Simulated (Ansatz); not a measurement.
Geometry optimisation of C$_{2}$H$_{9}$FN$_{2}$Si, SMILES `CN(C)[SiH](N)F`.

```yaml
crystal:
  periodic: [false, false, false]
  atoms:
    - {symbol: C, position_ang: [-0.682160, 1.243870, 0.651170]}
    - {symbol: N, position_ang: [-0.457370, -0.006490, -0.032280]}
    - {symbol: C, position_ang: [-1.625970, -0.454330, -0.751390]}
    - {symbol: Si, position_ang: [1.117020, -0.499720, -0.486200]}
    - {symbol: N, position_ang: [2.111940, -0.285690, 0.894010]}
    - {symbol: F, position_ang: [0.928510, -2.040250, -0.955670]}
    - {symbol: H, position_ang: [0.216970, 1.532100, 1.187310]}
    - {symbol: H, position_ang: [-1.505570, 1.133160, 1.362560]}
    - {symbol: H, position_ang: [-0.945010, 2.044540, -0.051090]}
    - {symbol: H, position_ang: [-2.463110, -0.568510, -0.056740]}
    - {symbol: H, position_ang: [-1.425890, -1.413430, -1.219000]}
    - {symbol: H, position_ang: [-1.922530, 0.261620, -1.527950]}
    - {symbol: H, position_ang: [1.786970, 0.120080, -1.620570]}
    - {symbol: H, position_ang: [1.772470, -0.583230, 1.795060]}
    - {symbol: H, position_ang: [3.093750, -0.483740, 0.810790]}
basis:
  gaussian: {orbitals: def2-TZVP}
hamiltonian: {xc: pbe0, dispersion: d4}
relax: {f_tol: 0.005, max_steps: 150}
```

```sh
$ ansatz run in.yaml --threads 2 --pin off --events-out ev --progress --plain --max-ram 22528MiB --backend cuda --devices 0, --max-vram 18GiB
```

It prints (some lines left out):

```
Functional definition: PBE0
  name "PBE0"
  cite "Adamo & Barone, J. Chem. Phys. 110, 6158 (1999) doi:10.1063/1.478522"
  cite "Perdew, Burke & Ernzerhof, Phys. Rev. Lett. 77, 3865 (1996) doi:10.1103/PhysRevLett.77.3865"
  parent pbe
  parameter a = 0.25
  parameter kappa = 0.804
  parameter beta = 0.06672455060314922
  exchange = (1 - a)*pbe_x(kappa = kappa, mu = beta*pi^2/3) + a*exact_x
  correlation = pbe_c(beta = beta)
mean field -15790.07317195 eV, -580.2744861732 hartree, gradient 6.1e-5 eV, S^2 0.000000; 0 other end points of the search recorded, 0 dependent functions left out
the calculation of the forces begins
relax step   1: F+E_penalty+E_count = -15790.35427781 eV  Δ(F+E_penalty+E_count) = +0.000e0 eV  max|allowed force component| = 8.715e-1 eV/Å  Δτ_max = 0.0000 Å  (28 SCF iters, accepted)
these checks for a lower state are left out or cut short: starts, cluster_reference, orbital_swaps, neighbouring_geometries, increment
mean field -15790.10754891 eV, -580.2757495031 hartree, gradient 7.6e-6 eV, S^2 0.000000; 0 other end points of the search recorded, 0 dependent functions left out
the calculation of the forces begins
relax step   2: F+E_penalty+E_count = -15790.38806996 eV  Δ(F+E_penalty+E_count) = -3.379e-2 eV  max|allowed force component| = 3.924e-1 eV/Å  Δτ_max = 0.0516 Å  (31 SCF iters, accepted)
these checks for a lower state are left out or cut short: starts, cluster_reference, orbital_swaps, neighbouring_geometries, increment
mean field -15790.12126528 eV, -580.2762535706 hartree, gradient 7.8e-6 eV, S^2 0.000000; 0 other end points of the search recorded, 0 dependent functions left out
the calculation of the forces begins
relax step   3: F+E_penalty+E_count = -15790.40187029 eV  Δ(F+E_penalty+E_count) = -1.380e-2 eV  max|allowed force component| = 2.892e-1 eV/Å  Δτ_max = 0.0687 Å  (32 SCF iters, accepted)
these checks for a lower state are left out or cut short: starts, cluster_reference, orbital_swaps, neighbouring_geometries, increment
mean field -15790.12706441 eV, -580.2764666845 hartree, gradient 8.6e-6 eV, S^2 0.000000; 0 other end points of the search recorded, 0 dependent functions left out
the calculation of the forces begins
relax step   4: F+E_penalty+E_count = -15790.40769966 eV  Δ(F+E_penalty+E_count) = -5.829e-3 eV  max|allowed force component| = 1.536e-1 eV/Å  Δτ_max = 0.0976 Å  (30 SCF iters, accepted)
these checks for a lower state are left out or cut short: starts, cluster_reference, orbital_swaps, neighbouring_geometries, increment
mean field -15790.12940967 eV, -580.2765528712 hartree, gradient 7.1e-6 eV, S^2 0.000000; 0 other end points of the search recorded, 0 dependent functions left out
the calculation of the forces begins
relax step   5: F+E_penalty+E_count = -15790.41008301 eV  Δ(F+E_penalty+E_count) = -2.383e-3 eV  max|allowed force component| = 5.928e-2 eV/Å  Δτ_max = 0.0417 Å  (32 SCF iters, accepted)
these checks for a lower state are left out or cut short: starts, cluster_reference, orbital_swaps, neighbouring_geometries, increment
mean field -15790.13005231 eV, -580.2765764879 hartree, gradient 7.1e-6 eV, S^2 0.000000; 0 other end points of the search recorded, 0 dependent functions left out
the calculation of the forces begins
relax step   6: F+E_penalty+E_count = -15790.41075526 eV  Δ(F+E_penalty+E_count) = -6.723e-4 eV  max|allowed force component| = 6.450e-2 eV/Å  Δτ_max = 0.0252 Å  (32 SCF iters, accepted)
these checks for a lower state are left out or cut short: starts, cluster_reference, orbital_swaps, neighbouring_geometries, increment
mean field -15790.13013370 eV, -580.2765794787 hartree, gradient 7.1e-6 eV, S^2 0.000000; 0 other end points of the search recorded, 0 dependent functions left out
the calculation of the forces begins
relax step   7: F+E_penalty+E_count = -15790.41084794 eV  Δ(F+E_penalty+E_count) = -9.268e-5 eV  max|allowed force component| = 1.441e-2 eV/Å  Δτ_max = 0.0140 Å  (32 SCF iters, accepted)
these checks for a lower state are left out or cut short: starts, cluster_reference, orbital_swaps, neighbouring_geometries, increment
mean field -15790.13020784 eV, -580.2765822033 hartree, gradient 7.1e-6 eV, S^2 0.000000; 0 other end points of the search recorded, 0 dependent functions left out
the calculation of the forces begins
relax step   8: F+E_penalty+E_count = -15790.41092166 eV  Δ(F+E_penalty+E_count) = -7.372e-5 eV  max|allowed force component| = 6.619e-3 eV/Å  Δτ_max = 0.0116 Å  (32 SCF iters, accepted)
these checks for a lower state are left out or cut short: starts, cluster_reference, orbital_swaps, neighbouring_geometries, increment
mean field -15790.13020657 eV, -580.2765821569 hartree, gradient 7.1e-6 eV, S^2 0.000000; 0 other end points of the search recorded, 0 dependent functions left out
the calculation of the forces begins
relax step   9: F+E_penalty+E_count = -15790.41092991 eV  Δ(F+E_penalty+E_count) = -8.242e-6 eV  max|allowed force component| = 4.199e-3 eV/Å  Δτ_max = 0.0025 Å  (34 SCF iters, accepted)
mean field -15790.13020657 eV, -580.2765821569 hartree, gradient 7.1e-6 eV, S^2 0.000000; 1 other end points of the search recorded, 0 dependent functions left out
the calculation of the forces begins
Total energy: -15790.41096602 eV, -580.2868998762 hartree
Atom 0 at    -0.664242     1.271149     0.612443 Å, force    -0.000422     0.000436    -0.001042 eV/Å
Atom 1 at    -0.450173     0.034895    -0.101874 Å, force     0.000394     0.001958     0.004199 eV/Å
Atom 2 at    -1.638198    -0.457493    -0.758635 Å, force     0.000931     0.001974    -0.002075 eV/Å
Atom 3 at     1.112560    -0.539849    -0.457195 Å, force    -0.000388    -0.000486     0.002059 eV/Å
Atom 4 at     2.084245    -0.387335     0.923448 Å, force     0.000707     0.000878    -0.001413 eV/Å
Atom 5 at     0.883755    -2.041363    -0.974467 Å, force     0.000464    -0.001826    -0.000784 eV/Å
Atom 6 at     0.259599     1.602570     1.088437 Å, force     0.000170    -0.000613    -0.000530 eV/Å
Atom 7 at    -1.421474     1.141083     1.396599 Å, force    -0.000266    -0.001917    -0.000041 eV/Å
Atom 8 at    -1.015140     2.072980    -0.052852 Å, force    -0.000137     0.000940     0.000107 eV/Å
Atom 9 at    -2.434145    -0.643725    -0.026272 Å, force     0.001070     0.000163    -0.000088 eV/Å
Atom 10 at    -1.432779    -1.395347    -1.274071 Å, force    -0.000404     0.000607     0.000228 eV/Å
Atom 11 at    -2.028144     0.262519    -1.492317 Å, force    -0.001990    -0.001566    -0.000393 eV/Å
Atom 12 at     1.863881     0.120051    -1.554080 Å, force     0.000808    -0.000268    -0.000150 eV/Å
Atom 13 at     1.795823    -0.728998     1.825313 Å, force     0.000234     0.000048    -0.000001 eV/Å
Atom 14 at     3.084453    -0.311155     0.845535 Å, force    -0.001169    -0.000328    -0.000077 eV/Å
Dipole moment:     0.024542     0.236813     0.306814 e Å
```

Hardware: 2 threads of an AMD EPYC 7R13 on a shared host and a share of an NVIDIA H100 80 GB. Wall time 18 s, peak host memory 0.9 GiB.
